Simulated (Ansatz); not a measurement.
Geometry optimisation, Ansatz 0.2.0, RKS PBE0/def2-SVP.

The input (input.yaml):

```yaml
crystal:
  periodic: [false, false, false]
  atoms:
    - { symbol: B, position_ang: [-0.524555, -0.207905, -0.622549] }
    - { symbol: Cl, position_ang: [0.716936, -1.388209, -1.274489] }
    - { symbol: O, position_ang: [-0.767984, 0.949657, -1.264816] }
    - { symbol: O, position_ang: [-1.254249, -0.616381, 0.436667] }
    - { symbol: H, position_ang: [1.816865, -0.236575, 0.81835] }
    - { symbol: O, position_ang: [1.352015, 0.416126, 1.359041] }
    - { symbol: H, position_ang: [-0.124708, 1.151917, -1.950744] }
    - { symbol: H, position_ang: [-1.903008, 0.052235, 0.689817] }
    - { symbol: H, position_ang: [0.688687, -0.120966, 1.808724] }
basis:
  gaussian: { orbitals: def2-SVP }
hamiltonian:
  xc: pbe0
relax:
  f_tol: 0.03
  max_steps: 50
```

Command:

```bash
$ ansatz run input.yaml --threads 2 --pin off --max-ram 3072MiB --backend cpu --events-out ev --progress --plain --runs-dir out
```

Question: Where does it end, and by what steps?

Answer: The run converged. After 9 steps the energy has fallen by 0.025 eV; H9 moved furthest, 0.13 Å.

| step | energy less start (eV) | largest force component (eV/Å) | accepted |
| --- | --- | --- | --- |
| 0 | 0.0000 | 0.573 | yes |
| 1 | 0.0001 | 0.570 | no |
| 2 | -0.0185 | 0.338 | yes |
| 3 | -0.0215 | 0.246 | yes |
| 4 | -0.0223 | 0.256 | yes |
| 5 | -0.0234 | 0.180 | yes |
| 6 | -0.0238 | 0.181 | yes |
| 7 | -0.0246 | 0.035 | yes |
| 8 | -0.0246 | 0.031 | yes |
| 9 | -0.0246 | 0.022 | yes |

```xyz
9
Properties=species:S:1:pos:R:3
B -0.518 -0.225 -0.630
Cl 0.675 -1.381 -1.285
O -0.753 0.958 -1.235
O -1.242 -0.623 0.442
H 1.889 -0.233 0.901
O 1.357 0.418 1.375
H -0.152 1.143 -1.963
H -1.876 0.057 0.698
H 0.619 -0.114 1.697
```

The run took 17 s on 2 threads of Intel(R) Xeon(R) Platinum 8488C (Sapphire Rapids), with other jobs on the host, peak memory 0.21 GiB.
